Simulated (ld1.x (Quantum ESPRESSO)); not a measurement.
## manganese: excitation energies, all-electron against TM

manganese, norm-conserving Troullier–Martins (Kleinman–Bylander form), made with ld1.x (Quantum ESPRESSO) 7.5 (PBE, fully relativistic). Core [Ne] 3s2, reference 3p6 3d5 4s2 4p0. Waves: 4s (bound): rc 2.75 bohr; 3p (bound): rc 1.45 bohr; 3d (bound): rc 1.90 bohr. Local part: all-electron potential smoothed inside 1.40 bohr (lloc = -2). Core correction: none.

Open shells are filled in proportion to 2j + 1 (rel_dist='average').

Energies are relative to the spin-unpolarised reference configuration 3p6 3d5 4s2 4p0; without spin polarisation the order of configurations can differ from experiment. Not all tests gave a result: 2 of 7 tests not solved or not reliable. Left out of the table: 3p5 3d5 4s2 4p0 (solver errors, printed error -1460 eV); 3p6 3d4 4s2 4p0 (solver errors, printed error -236 eV).

```tsv
valence configuration	charge	ΔE all-electron (eV)	error AE − PS (meV)
3p6 3d5 4s0 4p0	+2	24.015	-7.7
3p6 3d3 4s0 4p0	+4	107.295	+471
3p6 3d5.5 4s1.5 4p0	0	-0.482	+8.9
```

(1) What are ΔE and the potential's error for 3p6 3d5 4s1 4p0?

(2) What are ΔE and the potential's error for 3p6 3d4 4s0 4p0?

Levels in the configuration 3p6 3d4 4s0 4p0:

```csv
level,all-electron (eV),pseudo (eV)
3p j=1/2,-91.153,-91.109
3p j=3/2,-89.846,-89.806
3d j=3/2,-41.286,-41.112
3d j=5/2,-41.145,-40.972
```

Note: ghost state, extra bound levels that the all-electron valence spectrum of the same l lacks: s at -0.13 eV. A true bound ghost makes a file unfit for plane-wave use.

Results:

(1) ΔE = 8.416 eV all-electron; the error (AE − PS) is +9.6 meV.

(2) ΔE = 56.534 eV all-electron; the error (AE − PS) is +66 meV.

These tests converged, but a pseudo level misses the all-electron one widely, so the file describes the atom poorly there or has found another state: 3p6 3d4 4s0 4p0: empty 4s by 6.2 eV (a node warning on the way). ld1.x printed “convergence not achieved” for 1 of the counted tests; its residual had stalled under 1e-8, short of the target of 1e-14.
